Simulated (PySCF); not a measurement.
## Simulated absorption spectrum

Species: (ClZn-mu-F)2 (singlet state).
Structure used (PBE0-D3(BJ)/def2-SVP), in Å, numbered top down from 1:
```
atom  x, y, z in Å
Zn1    1.217    0.697    0.378
Cl2    2.882    1.644    1.246
F3    -0.651    1.051    0.090
Zn4   -1.175   -0.698   -0.508
Cl5   -2.929   -1.786   -0.912
F6     0.718   -1.004   -0.364
```

Method used: PySCF 2.14.0, density-fitted response routines, TDDFT B3LYP/def2-SVPD, vertical, gas phase, core orbitals frozen in the response.

Computed states:

```csv
state,E (eV),f
S1,5.26,0.0000
S2,5.36,0.031
S3,5.39,0.026
S4,5.42,0.0002
S5,6.80,0.017
S6,6.83,0.162
S7,6.85,0.0001
S8,6.95,0.024
S9,6.95,0.032
S10,6.96,0.0000
S11,7.01,0.0036
S12,7.05,0.018
S13,7.32,0.193
S14,7.42,0.0031
S15,7.71,0.046
```

Broadening: Gaussians 0.3 eV wide at half height, area fixed by f = 4.319×10⁻⁹ ∫ε dν̃. The width is an assumption, not a result. The curve ends short of the highest state used, and states not computed would add to its high-energy end.

Task: What does the envelope look like, and where are its maxima?

Result: 
λ (nm), ε (L mol⁻¹ cm⁻¹) and a bar:
```
    174.3       9885 ###############
    177.2      13564 #####################
    180.1      19731 ##############################
    182.9      17429 ##########################
    185.8       8524 #############
    188.7       2307 ####
    191.6        357 #
    194.5         33 
    197.3          2 
    200.2          0 
    203.1          0 
    206.0          0 
    208.9          0 
    211.7          4 
    214.6         37 
    217.5        201 
    220.4        746 #
    223.3       1926 ###
    226.1       3502 #####
    229.0       4793 #######
    231.9       4916 #######
    234.8       3859 ######
    237.6       2414 ####
    240.5       1183 ##
    243.4        468 #
    246.3        152 
    249.2         41 
    252.0         10 
    254.9          2 
    257.8          0
```

Maxima: 231 nm (5.37 eV), ε about 5000, made up of S2 (54%) and S3 (46%); 181 nm (6.85 eV), ε about 20000, made up of S6 (71%) and S9 (11%) (ε in L mol⁻¹ cm⁻¹; maxima over ε = 5, shares over 10%). At its high-energy end, 7.11 eV, the curve is still rising (ε about 9900, from S6, S9, S12 and S13).

Task: Does any computed singlet lie in the visible range?

Result: No computed singlet lies in the visible range (380 to 750 nm); the lowest, at 236 nm, stands 2.00 eV above its violet end (3.26 eV).

Task: What would ε be at 6.85 eV, the highest of these maxima, with half the width (0.15 eV)?

Result: About 32600 L mol⁻¹ cm⁻¹ against 20100, a factor of about 1.6; a lone state at its own centre would give exactly 2.

Task: On this curve, what absorbance would a 10⁻³ mol/L sample give at 222 nm over a 1 cm path?

Result: 222 nm is 5.585 eV, where ε is about 1300 L mol⁻¹ cm⁻¹, so A = ε c l ≈ 1.3 (Beer–Lambert, with the gas-phase spectrum and the assumed width).

The vertical ionisation energy (ΔSCF) is 10.89 eV, 3.18 eV above S15.
